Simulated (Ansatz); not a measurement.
Ansatz results at the PBE0-D4/def2-TZVP geometry: LUMO energy (B3LYP/def2-TZVPP) -1.67 eV; HOMO–LUMO gap (PBE0/def2-TZVPP) 6.69 eV; HOMO energy (PBE0/def2-TZVPP) -8.04 eV.

Each molecule was computed in one conformer, which needn't be the lowest.

(1) Which molecule gave them?
A. `C[CH2][Mg][Cl]`
B. `C[CH2][Mg][O]C`
C. `C[O][Mg][OH]`
D. `[OH][Mg][O][SiH3]`

Answers

(1) D. The others give `C[CH2][Mg][O]C`: -1.01, 5.96, -6.70; `C[CH2][Mg][Cl]`: -1.33, 5.92, -6.98; `C[O][Mg][OH]`: -1.38, 6.07, -7.11.

B3LYP here is the variant with VWN-RPA as its local correlation; programs differ in this.
